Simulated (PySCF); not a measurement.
**Correlation energy of Tl⁻ (thallium, charge -1)**

[Xe] 4f14 5d10 6s2 6p2, high-spin 3P determinant. Computed with PySCF 2.14 in def2-TZVPPD with the def2 core potential (60 electrons) (7s5p4d2f, 56 functions), with a scalar-relativistic core potential. Frozen: 5s2 5p6 5d10; 4 electrons correlated.

MP2 pair energies summed by pair of shells (mhartree):

```
 pair  energy  share (%)
6s-6p  -18.02       52.0
6s-6s  -13.31       38.4
6p-6p   -3.31        9.5
```

Total MP2 correlation energy: -34.64 mhartree.

Same-spin part -7.33 and opposite-spin part -27.31 mhartree; SCS-MP2 scales them by 1/3 and 6/5 to -35.21 mhartree.

Spin-orbit coupling is strong in this species, so the high-spin LS determinant is a model state.
